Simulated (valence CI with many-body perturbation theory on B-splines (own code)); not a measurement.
# Energy levels of Bi68+

Calculated by relativistic CI+MBPT: five valence electrons over a frozen Dirac-Fock core [Ne], radial functions for each j: 9 s, 9 p, 8 d, 6 f, 3 g, 1 h, with the one-electron correlation potential Σ1, the two-electron term Σ2, the three-electron term Σ3, Breit, model QED; selected CI, second order for the rest, scaled by the run's own slope (own B-spline code, finite nucleus).

No measured spectrum was set against this ion. As an estimate, large intervals hold to a few tenths of a per cent, small ones and those within an open d or f shell to about a per cent. Among the levels kept, up to 1200 cm⁻¹ of a level comes from second order outside the variational space, and about a tenth of that is noise between levels of different J, which matters for small intervals.

Levels 1 to 32 of 32, with energies above the lowest level, (3s^2 3p1/2^2 3p3/2) J=3/2. "Leading %" is the weight of the configuration and term that name the level; weights of strongly mixed levels are sums over their largest components and can fall short, so below about 35 % the name and the second component can differ from the true leading terms, or belong to a minority configuration. In the jj column 3d3/2^4 stands for four electrons in 3d with j = 3/2. Lifetimes count E1, E2, E3, M1 and M2 decay at the calculated energies, and are blank where another channel may lead or the interval is too uncertain; long ones can be off by a factor of two.

```csv
No.,Configuration,Term,J,E (Ry),Leading %,g,Lifetime,Second component,Leading jj
1,3s²3p³,²P°,3/2,0.000,49,1.330,,27 % 3s²3p³ ²D°,3s^2 3p1/2^2 3p3/2 (100 %)
2,3s²3p²3d,²D,3/2,19.580,42,0.776,58.0 ps,33 % 3s²3p²3d ⁴F,3s^2 3p1/2^2 3d3/2 (100 %)
3,3s²3p²3d,²D,5/2,30.932,35,1.188,2.21 ps,19 % 3s²3p²3d ⁴D,3s^2 3p1/2^2 3d5/2 (99 %)
4,3s²3p³,⁴S°,3/2,44.375,55,1.451,482 ps,44 % 3s²3p³ ²D°,3s^2 3p1/2 3p3/2^2 (99 %)
5,3s²3p³,²D°,5/2,45.347,99,1.182,872 ps,,3s^2 3p1/2 3p3/2^2 (99 %)
6,3s²3p³,²P°,1/2,46.668,99,0.641,828 ps,,3s^2 3p1/2 3p3/2^2 (99 %)
7,3s3p⁴,⁴P,5/2,59.865,65,1.447,1.14 ps,28 % 3s3p⁴ ²D,3s 3p1/2^2 3p3/2^2 (93 %)
8,3s3p⁴,²P,3/2,62.222,31,1.137,519 fs,21 % 3s3p⁴ ²D,3s 3p1/2^2 3p3/2^2 (61 %)
9,3s3p⁴,²S,1/2,62.537,53,1.978,600 fs,21 % 3s3p⁴ ⁴P,3s 3p1/2^2 3p3/2^2 (82 %)
10,3s²3p²3d,⁴F,5/2,63.690,47,0.955,76.4 ps,44 % 3s²3p²3d ²F,3s^2 3p1/2 3p3/2 3d3/2 (99 %)
11,3s²3p²3d,⁴D,1/2,64.001,79,0.238,62.6 ps,14 % 3s²3p²3d ²P,3s^2 3p1/2 3p3/2 3d3/2 (98 %)
12,3s²3p²3d,⁴F,3/2,64.066,30,0.901,1.24 ps,28 % 3s²3p²3d ⁴D,3s^2 3p1/2 3p3/2 3d3/2 (89 %)
13,3s²3p²3d,²G,7/2,64.720,55,1.008,384 ps,25 % 3s²3p²3d ²F,3s^2 3p1/2 3p3/2 3d3/2 (99 %)
14,3s²3p²3d,²D,5/2,67.315,37,1.141,126 fs,25 % 3s²3p²3d ²F,3s^2 3p1/2 3p3/2 3d3/2 (95 %)
15,3s²3p²3d,²P,1/2,68.305,38,1.656,90.3 fs,29 % 3s²3p²3d ⁴P,3s^2 3p1/2 3p3/2 3d3/2 (86 %)
16,3s²3p²3d,²D,3/2,68.466,26,1.204,61.5 fs,20 % 3s²3p²3d ⁴P,3s^2 3p1/2 3p3/2 3d3/2 (73 %)
17,3s²3p²3d,⁴D,7/2,73.886,48,1.298,335 ps,37 % 3s²3p²3d ⁴F,3s^2 3p1/2 3p3/2 3d5/2 (100 %)
18,3s²3p²3d,²G,9/2,74.962,64,1.173,20.3 ns,36 % 3s²3p²3d ⁴F,3s^2 3p1/2 3p3/2 3d5/2 (100 %)
19,3s²3p²3d,²P,3/2,75.031,46,1.318,2.51 ps,23 % 3s²3p²3d ⁴P,3s^2 3p1/2 3p3/2 3d5/2 (98 %)
20,3s²3p²3d,²F,5/2,75.319,39,1.105,3.08 ps,24 % 3s²3p²3d ²D,3s^2 3p1/2 3p3/2 3d5/2 (99 %)
21,3s²3p²3d,²D,5/2,76.852,40,1.282,860 fs,38 % 3s²3p²3d ⁴P,3s^2 3p1/2 3p3/2 3d5/2 (96 %)
22,3s²3p²3d,²F,7/2,77.068,66,1.126,1.18 ps,17 % 3s²3p²3d ⁴F,3s^2 3p1/2 3p3/2 3d5/2 (98 %)
23,3s²3p²3d,²D,3/2,77.811,60,0.932,1.60 ps,23 % 3s²3p²3d ²P,3s^2 3p1/2 3p3/2 3d5/2 (99 %)
24,3s²3p²3d,²P,1/2,78.108,55,1.220,1.16 ps,37 % 3s²3p²3d ²S,3s^2 3p1/2 3p3/2 3d5/2 (97 %)
25,3s3p³3d,⁴D°,5/2,79.130,29,1.242,14.8 ps,17 % 3s3p³3d ⁶D°,3s 3p1/2^2 3p3/2 3d3/2 (97 %)
26,3s3p³3d,⁴D°,3/2,79.298,28,1.228,4.80 ps,20 % 3s3p³3d ⁶D°,3s 3p1/2^2 3p3/2 3d3/2 (96 %)
27,3s3p³3d,⁴P°,1/2,79.520,46,2.305,14.6 ps,26 % 3s3p³3d ⁶D°,3s 3p1/2^2 3p3/2 3d3/2 (98 %)
28,3s3p³3d,²F°,7/2,80.078,24,1.220,13.3 ps,22 % 3s3p³3d ⁴F°,3s 3p1/2^2 3p3/2 3d3/2 (96 %)
29,3s3p³3d,²D°,3/2,81.564,20,1.006,632 fs,11 % 3s3p³3d ⁴D°,3s 3p1/2^2 3p3/2 3d3/2 (83 %)
30,3s3p³3d,²F°,5/2,82.320,19,0.854,415 fs,17 % 3s3p³3d ⁴G°,3s 3p1/2^2 3p3/2 3d3/2 (68 %)
31,3s3p³3d,⁴D°,1/2,82.797,40,0.548,297 fs,26 % 3s3p³3d ²P°,3s 3p1/2^2 3p3/2 3d3/2 (86 %)
32,3s²3p3d²,⁴G°,5/2,84.646,35,0.806,157 fs,25 % 3s²3p3d² ²F°,3s^2 3p1/2 3d3/2^2 (68 %)
```

The ionisation energy to 3s²3p² ³P0 of the next ion comes out as 8016.3 eV (NIST: 8010 ± 50 eV (theoretical)). All 32 levels together are meant to be complete up to 86.109 Ry.
